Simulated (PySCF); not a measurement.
C3H9Al, SMILES CC[CH2][AlH2].

Geometry optimised at B3LYP-D3(BJ)/def2-SVP. The structure was generated by enumeration; whether it is a known compound was not checked. One conformer was computed; it need not be the lowest.

Level of theory: PBE/def2-TZVP (PySCF).

Isolated molecule, no solvent.

Computed frontier levels, gap, dipole moment and polarisability:
```yaml
highest_occupied_level: -6.33 eV
lowest_empty_level: -2.08 eV
orbital_gap: 4.25 eV
dipole_moment: 0.76 D
quadrupole, principal values (traceless, Buckingham form, about the centre of nuclear charge): -5.77, -2.14, 7.91 D·Å
mean_static_polarisability: 68.8 bohr³ (10.20 Å³)
polarisability_principal_values: 56.0, 65.1, 85.4 bohr³
```
